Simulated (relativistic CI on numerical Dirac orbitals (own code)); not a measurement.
## Gd XLVII: computed level list

Method of calculation: Dirac-Coulomb-Breit CI, orbitals from a KLI potential per configuration, model QED (radiative potential, 1s self-energy scaled to tabulated hydrogen-like ionisation energies), unscaled Slater integrals (own radial code, finite nucleus).

Configurations in the expansion (outside the closed core [Ne]): 3s2.3p6, 3s2.3p5.3d, 3s.3p6.3d, 3s2.3p5.4s, 3s2.3p5.4p, 3s2.3p5.4d, 3p6.3d.4p, 3s.3p6.4s, 3p6.3d2, 3p5.3d3, 3p5.3d2.4s, 3p5.3d2.4p, 3p5.3d2.4d, 3p6.3d.4s, 3p5.3d.4s2, 3p5.3d.4s.4p, 3p5.3d.4s.4d. Double excitations out of closed p, d and f shells are left out; levels of such configurations are missing from the list, as are those of other unlisted configurations, and high levels can miss mixing partners.

```
No.  Configuration  Term  J  E (10³ cm⁻¹)    %  Lifetime (s)       jj configuration (%)
  1        3s2.3p6    1S  0           0.0  100                             closed (100)
  2     3s2.3p5.3d   3P°  0        1581.1  100                      3p3/2^3 3d3/2 (100)
  3     3s2.3p5.3d   3P°  1        1649.2   73      4.72e-10         3p3/2^3 3d3/2 (94)
  4     3s2.3p5.3d   3F°  3        1689.2   57      3.54e-01        3p3/2^3 3d3/2 (100)
  5     3s2.3p5.3d   3D°  2        1715.5   53      3.59e-04         3p3/2^3 3d3/2 (99)
  6     3s2.3p5.3d   3F°  4        1956.5  100      4.56e-06        3p3/2^3 3d5/2 (100)
  7     3s2.3p5.3d   1D°  2        1991.5   47      2.50e-06         3p3/2^3 3d5/2 (99)
  8     3s2.3p5.3d   3D°  3        2071.0   69      2.05e-06        3p3/2^3 3d5/2 (100)
  9     3s2.3p5.3d   1P°  1        2263.0   44      1.97e-12         3p3/2^3 3d5/2 (88)
 10     3s2.3p5.3d   3F°  2        3051.6   72      2.19e-08  3p1/2 3p3/2^4 3d3/2 (100)
 11     3s2.3p5.3d   1P°  1        3330.5   56      4.93e-13   3p1/2 3p3/2^4 3d3/2 (95)
 12     3s2.3p5.3d   3P°  2        3376.9   42      2.19e-08  3p1/2 3p3/2^4 3d5/2 (100)
 13     3s2.3p5.3d   3F°  3        3410.7   41      2.01e-08  3p1/2 3p3/2^4 3d5/2 (100)
 14      3s.3p6.3d    3D  1        4474.4  100      6.27e-13             3s 3d3/2 (100)
 15      3s.3p6.3d    3D  2        4515.2   77      6.21e-13              3s 3d3/2 (97)
 16      3s.3p6.3d    3D  3        4790.8  100      6.26e-13             3s 3d5/2 (100)
 17      3s.3p6.3d    1D  2        4888.5   77      6.50e-13              3s 3d5/2 (97)
 18        3p6.3d2    3F  2        9058.6   77                             3d3/2^2 (99)
 19        3p6.3d2    3P  0        9217.1   75                             3d3/2^2 (97)
 20        3p6.3d2    3F  3        9349.6  100                        3d3/2 3d5/2 (100)
 21        3p6.3d2    3P  2        9427.4   49                         3d3/2 3d5/2 (99)
 22        3p6.3d2    1G  4        9442.7   61                         3d3/2 3d5/2 (95)
 23        3p6.3d2    3P  1        9457.8  100                        3d3/2 3d5/2 (100)
 24        3p6.3d2    3F  4        9704.2   61                             3d5/2^2 (95)
 25        3p6.3d2    3P  2        9759.7   49                            3d5/2^2 (100)
 26        3p6.3d2    1S  0        9938.5   75                             3d5/2^2 (97)
 27        3p5.3d3   3D°  2       10642.4   25                     3p3/2^3 3d3/2^3 (93)
 28        3p5.3d3   5D°  1       10665.3   34                     3p3/2^3 3d3/2^3 (87)
 29        3p5.3d3   5D°  0       10698.8   64                     3p3/2^3 3d3/2^3 (89)
 30        3p5.3d3   3F°  3       10718.8   23                     3p3/2^3 3d3/2^3 (92)
```

Energies count from the lowest computed level; ° marks odd parity; lifetimes are radiative, by E1, M1, E2, M2, E3 decay to levels of this space only; some are left blank where a channel outside the calculation adds to the decay or the decay crosses a small, uncertain gap. Filled j subshells are mostly left out of the jj labels.

The mean weight of the leading LS term, summed over parents, in these 30 levels is 67 %, and that of the leading jj configuration (from the same eigenvectors) 97 %, so jj coupling describes them better and the LS labels are nominal.

At this charge energies of transitions that change n are usually good to better than 1 %, and those within a shell (Δn = 0) to a few per cent.

LS names give the leading component of a level, which can be under half, so a name can repeat, a term be missing and a line seem to break the LS rules.
